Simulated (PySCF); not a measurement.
How methods differ on the electron affinity of Cu

Cu⁻ [Ar] 3d10 4s2 (1S) → Cu [Ar] 3d10 4s1 (2S), as a difference of total energies. All numbers are calculated (PySCF 2.14, scalar relativity by spin-free X2C-1e, in aug-cc-pVDZ-DK (7s6p4d2f, 59 functions)). Correlated levels: valence: [Ar] frozen. The calculations carry no spin-orbit coupling.

```json
{"method": "UHF", "electron affinity (eV)": "0.012"}
{"method": "MP2 (valence)", "electron affinity (eV)": "0.871"}
{"method": "SCS-MP2 (valence)", "electron affinity (eV)": "0.911"}
{"method": "CCSD (valence)", "electron affinity (eV)": "1.020"}
{"method": "CCSD(T) (valence)", "electron affinity (eV)": "1.181"}
```

Problem. How much does correlation contribute at CCSD(T) (valence)?

Solution. 1.181 − (0.012) = 1.169 eV, measured against UHF.

Errors of the correlated levels include the incompleteness of this basis and the frozen core.

The coupled-cluster amplitudes are large for Cu⁻ (T1 above 0.03 or a double amplitude above 0.15), so a single reference is strained.

For comparison: 1.236 eV (measured; photodetachment measurements, as compiled on the Wikipedia data page of electron affinities).
